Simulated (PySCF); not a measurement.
## Steps of a relaxation of Eu(NH2)2

Eu(NH2)2 (singlet in the valence; each metal's 4f electrons, 7 of them, lie in its core potential, out of spins and levels; a saddle point, relaxed within its symmetry). PySCF 2.14.0, RKS r2SCAN, Eu lcecp-0-SVP with ECP53, N def2-SVP, H def2-SVP; non-relativistic Hamiltonian with scalar-relativistic core potentials where named; density fitting; no spin-orbit coupling. Origin of the start: template. Columns: position (Å) and force (eV/Å). Energies are counted from the last step; some of the 6 steps are shown. Forces carry noise of the integration grid, about 0.01 to 0.03 eV/Å.

Run from Python with OMP_NUM_THREADS=2. Where DIIS fails, smearing, a level shift and second-order steps follow.
It took 17 s on 2 threads of Arm Neoverse V2 (shared host), from the converged density of the start.

```xyz
7
step 0  E = 0.100 eV
Eu    0.0000    0.0000    0.0000     0.00    0.00    0.00
N     0.0000    0.0000    2.4345     0.00    0.00   -1.50
H     0.5869    0.5869    3.0245    -0.10   -0.10    0.50
H    -0.5869   -0.5869    3.0245     0.10    0.10    0.50
N     0.0000    0.0000   -2.4345     0.00    0.00    1.50
H     0.5869   -0.5869   -3.0245    -0.10    0.10   -0.50
H    -0.5869    0.5869   -3.0245     0.10   -0.10   -0.50
```

```xyz
7
step 2  E = 0.000 eV
Eu    0.0000    0.0000    0.0000     0.00    0.00    0.00
N     0.0000    0.0000    2.3817     0.00    0.00    0.05
H     0.5614    0.5614    3.0346    -0.01   -0.01   -0.05
H    -0.5614   -0.5614    3.0346     0.01    0.01   -0.05
N     0.0000    0.0000   -2.3817     0.00    0.00   -0.05
H     0.5614   -0.5614   -3.0346    -0.01    0.01    0.05
H    -0.5614    0.5614   -3.0346     0.01   -0.01    0.05
```

```xyz
7
step 3  E = 0.000 eV
Eu    0.0000    0.0000    0.0000     0.00    0.00    0.00
N     0.0000    0.0000    2.3812     0.00    0.00    0.00
H     0.5619    0.5619    3.0318     0.00    0.00   -0.01
H    -0.5619   -0.5619    3.0318     0.00    0.00   -0.01
N     0.0000    0.0000   -2.3812     0.00    0.00    0.00
H     0.5619   -0.5619   -3.0318     0.00    0.00    0.01
H    -0.5619    0.5619   -3.0318     0.00    0.00    0.01
```

Q: Where does the relaxation end?

A: It converges at step 5 in D2d:
```xyz
7
step 5  E = 0
Eu    0.0000    0.0000    0.0000
N     0.0000    0.0000    2.3788
H     0.5623    0.5623    3.0284
H    -0.5623   -0.5623    3.0284
N     0.0000    0.0000   -2.3788
H     0.5623   -0.5623   -3.0284
H    -0.5623    0.5623   -3.0284
```

Q: How did the contacts change?

A: 
```csv
contact,start (Å),end (Å)
Eu1–N2 (NH2),2.434,2.379
Eu1–N5 (NH2),2.434,2.379
```


An lcecp potential fixes the number of 4f electrons, so in runs with it no electron can move into or out of that shell.
